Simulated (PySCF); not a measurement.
# Spinor energies of Si⁺ (silicon, charge +1)

Start: [Ne] 3s1 3p2; 3s1/2 filled at m_j = +1/2; 3p3/2 filled at m_j = +1/2, +3/2. Calculated with PySCF 2.14 in x2c-TZVPall-2c with one added diffuse shell each of s, p type (6s7p2d1f, 44 functions): generalised Hartree-Fock with the X2C-1e Hamiltonian and a Gaussian nucleus; one run each with spin-orbit coupling (SO) switched off, then screened by Boettger's factors. This is a chosen level, not necessarily the ground level.

```json
{"spinor shell": "1s1/2", "electrons": "2", "ε, spin-free (eV)": "-1887.6", "ε, screened SO (eV)": "-1887.6", "weight of nominal j (screened SO)": "1.000", "rms radius, screened SO (bohr)": "0.129"}
{"spinor shell": "2s1/2", "electrons": "2", "ε, spin-free (eV)": "-178.64", "ε, screened SO (eV)": "-178.65", "weight of nominal j (screened SO)": "1.000", "rms radius, screened SO (bohr)": "0.613"}
{"spinor shell": "2p1/2", "electrons": "2", "ε, spin-free (eV)": "-126.40", "ε, screened SO (eV)": "-127.03", "weight of nominal j (screened SO)": "0.762", "rms radius, screened SO (bohr)": "0.598"}
{"spinor shell": "3s1/2", "electrons": "1", "ε, spin-free (eV)": "-27.193", "ε, screened SO (eV)": "-27.195", "weight of nominal j (screened SO)": "0.999", "rms radius, screened SO (bohr)": "2.20"}
{"spinor shell": "3p3/2", "electrons": "2", "ε, spin-free (eV)": "-17.544", "ε, screened SO (eV)": "-17.539", "weight of nominal j (screened SO)": "0.831", "rms radius, screened SO (bohr)": "2.57"}
```

Where does 2p3/2 lie, and what is the 2p spin-orbit splitting (screened SO)?

At -126.09 eV, 0.937 eV above 2p1/2.

```
   quantity   spin-free  screened SO
E (hartree)  -289.02745   -289.02719
        M_J         5/2          5/2
       ⟨J²⟩       8.755        8.755
       ⟨L²⟩       2.005        2.005
       ⟨S²⟩       3.750        3.750
```

Each row is a mean over spinors that exchange with the open shell spreads, by up to 1.438 eV (2p3/2).

Rows whose weight is well below 1 are mixtures of j = l ± 1/2: exchange outweighs spin-orbit coupling there, and the label is only the starting occupation.

Without spin-orbit coupling the j labels of p, d and f shells carry no meaning; the spin-free column gives the mean over the occupied spinors of each nl shell.
